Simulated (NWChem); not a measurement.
System: SiIF, singlet; SMILES F[Si]I

Computed with NWChem. Low-valent species are run as closed-shell singlets; no triplet was tried in these runs. Geometry: optimised at PBE0/def2-SVP. def2 effective core potentials on I; no spin-orbit coupling. Ions are spin-unrestricted doublets at the neutral geometry. Hybrids' shares of exact exchange are those that their runs print; pure functionals count as 0. The functionals differ in more than this share.

```
row                                    share of exact exchange  ΔSCF ionisation energy minus −ε(HOMO) (eV)
-------------------------------------  -----------------------  ------------------------------------------
PBE/def2-SVPD                                             0.00                                        2.99
LDA (Slater exchange, VWN5)/def2-SVPD                     0.00                                        3.07
B3LYP/def2-SVPD                                           0.20                                        2.34
PBE0/def2-SVPD                                            0.25                                    withheld
M06-2X/def2-SVPD                                          0.54                                        1.19
```

Question: Fit a straight line of the last column on the one before it, predict the withheld value, and compare with the run.

Answer: 
1. Means of the 4 shown rows: x = 0.185, y = 2.397. Slope Σ(x − x̄)(y − ȳ)/Σ(x − x̄)² = -0.6636/0.1947 = -3.408; intercept 3.028.
2. The shown rows scatter about the line by 0.029 (root mean square); the largest residual is +0.04, at LDA (Slater exchange, VWN5)/def2-SVPD.
3. At x = 0.25 (PBE0/def2-SVPD; inside the shown range) the line gives 2.18.
4. The run gives 2.11, -0.07 from the line, 2.5 times the scatter. The line crosses zero at a share of 0.89, outside the shown range.
